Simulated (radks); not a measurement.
Results of a calculation; reference values are marked as such.
The tellurium anion Te2-, [Xe], held by a Watson sphere: a shell of charge +2 at radius R that stands for the Madelung well of a crystal (potential energy -2/R inside, -2/r outside, in hartree with lengths in bohr). Code: a radial shooting solver on a logarithmic mesh with Libxc functionals. Model: scalar-relativistic Kohn-Sham, LB94 model potential, spin-polarised, spherical densities, point nucleus. Response by self-consistent Sternheimer equations with the Hartree and adiabatic LDA kernel, the relativistic mass of each level held fixed and spin-orbit coupling left out. The sphere does not respond.

| R (bohr) | e(4d) (eV) | e(5s) (eV) | e(5p) (eV) | <r> 5p (bohr) | sum of <r^2> (bohr^2) | X-ray form factor at sin(theta)/lambda = 0.3 1/angstrom | alpha (bohr^3) |
|---|---|---|---|---|---|---|---|
| 3.2 | -46.402 | -18.920 | -9.969 | 2.772 | 82.59 | 36.063 | 57.38 |
| 3.31 | -46.222 | -18.678 | -9.755 | 2.795 | 83.60 | 36.071 | 60.25 |
| 3.53 | -45.873 | -18.219 | -9.335 | 2.838 | 85.55 | 36.084 | 66.31 |
| 4.04 | -45.108 | -17.268 | -8.416 | 2.925 | 89.69 | 36.103 | 81.90 |
| 4.13 | -44.979 | -17.114 | -8.263 | 2.939 | 90.36 | 36.105 | 84.86 |
| 4.59 | -44.344 | -16.386 | -7.525 | 3.001 | 93.58 | 36.111 | 100.9 |
| 4.98 | -43.842 | -15.834 | -6.957 | 3.046 | 96.01 | 36.113 | 115.6 |
| 5.86 | -42.835 | -14.768 | -5.852 | 3.123 | 100.7 | 36.115 | 152.5 |
